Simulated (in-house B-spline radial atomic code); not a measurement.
Atomic self-consistent-field run: As3+. Method: Dirac-Kohn-Sham CAM-B3LYP, spherical fractional occupations, Fermi nucleus of rms radius 4.0968 fm. Calculated with an all-electron radial atomic-structure program (B-spline basis).

Command:
```bash
python run_scf.py task.json out
```
Settings (nuclear radius in fm, mass in u):
```
Z                33
configuration    [Ar] 3d10 4s2
hamiltonian      dirac
method           camb3lyp
spin_polarised   False
nucleus          fermi
rms_radius       4.0968
atomic_mass      74.92159
speed_of_light   137.035999084
```

Output (hartree, bohr):
```
 radial grid: 70 intervals, B-splines of order 8, outer radius 28.1081 bohr

 iter        energy (Eh)    residual
    1       -2257.255115    4.10e-01
    2       -2257.601764    3.06e-01
    3       -2259.324992    1.06e-02
    4       -2259.326668    4.64e-03
    5       -2259.326847    4.91e-04
    6       -2259.326848    2.61e-04
    7       -2259.326849    3.66e-05
    8       -2259.326849    1.89e-06
    9       -2259.326849    2.56e-07

 total energy                     -2259.32685
 kinetic                            2310.3204
 electron-nucleus                  -5415.6112
 Hartree                             929.2167
 exact exchange                      -17.9761
 exchange-correlation                -65.2767

 first-order corrections (not in the total)
   Gaunt                             1.1668
   retardation                      -0.1097
   frequency dependence             -0.0044
   self-energy                       0.7818
   Uehling                          -0.0762
   Wichmann-Kroll                    0.0007
   recoil                            0.0122

 orbital      occ     eigenvalue          <r>       <r^2>       <1/r>       <r^4>       r_max    small
 1s1/2      2.000      -433.6659    0.0454908  0.00278566     33.4712 1.99886e-05     0.02973  1.43e-02
 2s1/2      2.000       -56.5997     0.202373   0.0483633     7.42165  0.00405906      0.1701  2.79e-03
 2p1/2      2.000       -50.6828     0.174624   0.0374471      7.3803  0.00283623      0.1342  2.77e-03
 2p3/2      4.000       -49.3351     0.178314   0.0389169     7.16622  0.00304045      0.1372  2.72e-03
 3s1/2      2.000        -8.5900     0.597446    0.411343     2.39609    0.271136      0.5214  6.49e-04
 3p1/2      2.000        -6.5883     0.609604    0.436726     2.27073    0.327951      0.5153  5.98e-04
 3p3/2      4.000        -6.4008     0.620069    0.451702     2.21974    0.350772      0.5238  5.82e-04
 3d3/2      4.000        -2.9722     0.668098    0.559906     1.92625    0.705527       0.475  4.59e-04
 3d5/2      6.000        -2.9447     0.672593    0.567434      1.9126    0.724569      0.4778  4.54e-04
 4s1/2      2.000        -1.7404      1.75074     3.46935    0.752732     18.3232       1.535  1.01e-04
```

Time taken, with all properties: 3.8 s on 1 thread of Arm Neoverse V1, on a shared host.

For the Dirac Hamiltonian the kinetic term is c α·p + (β - 1)c².
